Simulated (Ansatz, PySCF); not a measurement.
Gas-phase reaction R1 + R2 + R3 → 2 P1 + P2, each structure at its B3LYP-D3(BJ)/def2-TZVP stationary point, reached from a drawn start (curvature not checked).
P1: H2 (SMILES [H][H]), charge 0, multiplicity 1.
R1: HCl (SMILES Cl), charge 0, multiplicity 1.
R2: HF (SMILES F), charge 0, multiplicity 1.
R3: SiH4 (SMILES [SiH4]), charge 0, multiplicity 1.
P2, ClFH2Si (SMILES F[SiH2]Cl) (charge 0, multiplicity 1):
```xyz
5

Si    -0.1116    -0.0540    -0.0019
F     -0.7723     1.3952    -0.0944
Cl     1.9242     0.1513     0.0686
H     -0.4720    -0.8027    -1.2144
H     -0.5684    -0.6899     1.2421
```

P less R. No zero-point or thermal terms.

Cores are frozen in the correlated methods.

Run with Ansatz (a first-principles code) with Gaussian orbitals; PySCF for the D3/D4 terms. No computed number here is a measurement.

| level | reaction energy (eV) |
|---|---|
| SVWN5/def2-TZVPP | -1.852 |
| PBE-D3(BJ)/def2-TZVPP | -1.899 |
| revPBE/def2-TZVPP | -1.848 |
| revPBE-D3(BJ)/def2-TZVPP | -1.911 |
| revPBE-D4/def2-TZVPP | -1.940 |
| r2SCAN/def2-TZVPP | -2.086 |
| r2SCAN-D4/def2-TZVPP | -2.094 |
| B2PLYP-D4/def2-TZVPP | [?] |
| SCS-MP2/cc-pV(D+d)Z | [?] |

Question: Fill in the missing entries.

Answer: 
- B2PLYP-D4/def2-TZVPP, reaction energy (eV): -2.014
- SCS-MP2/cc-pV(D+d)Z, reaction energy (eV): -1.665
